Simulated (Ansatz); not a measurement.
The first iterations of a band of H₄OSn (6 atoms, charge 0, multiplicity 1).

Method: RKS B3LYP-D4/def2-SVPD in Ansatz 0.2.0.

```json
{"movable images": "7", "climbing image": "yes", "spring": "5.0 eV/Å²", "optimiser": "quadratic models (default)", "start path": "through a guess of the saddle point", "force threshold": "0.05 eV/Å", "iteration limit": "60", "end points": "relaxed"}
```

Initial state:

```xyz
6
Properties=species:S:1:pos:R:3
Sn 0.350 -0.015 0.011
O 0.751 -0.125 1.984
H -0.030 -0.176 2.548
H 1.913 0.051 -0.676
H -0.570 1.407 -0.275
H -0.523 -1.424 -0.442
```

Final state:

```xyz
6
Properties=species:S:1:pos:R:3
Sn 0.036 0.456 -0.908
O 1.249 0.104 1.260
H 0.547 -0.043 1.909
H 1.814 -0.679 1.285
H -1.197 1.100 0.228
H -0.560 -1.220 -0.624
```

| iteration | highest image above the first end (eV) | largest band force component (eV/Å) |
| --- | --- | --- |
| 1 | 4.172 | 5.726 |
| 2 | 2.841 | 2.385 |
| 3 | 2.172 | 1.196 |

**Question.** Does the band converge within its limit, and where does its top end?

**Answer.** The forces met the threshold. It ended after 10 iterations with the highest image 1.954 eV above the first end. Neighbouring images differ by up to 1.5 eV, so the band resolves the path poorly. A vibrational analysis at the climbing image gives one clearly imaginary mode, 1320i cm⁻¹: a first-order saddle point. The orbitals stay closed-shell, which can raise the energy where a bond breaks towards radicals; this wasn't checked here.

Time of the run: 73 s on 2 threads of Intel(R) Xeon(R) 6975P-C (Granite Rapids) (shared host), peak memory 0.19 GiB.
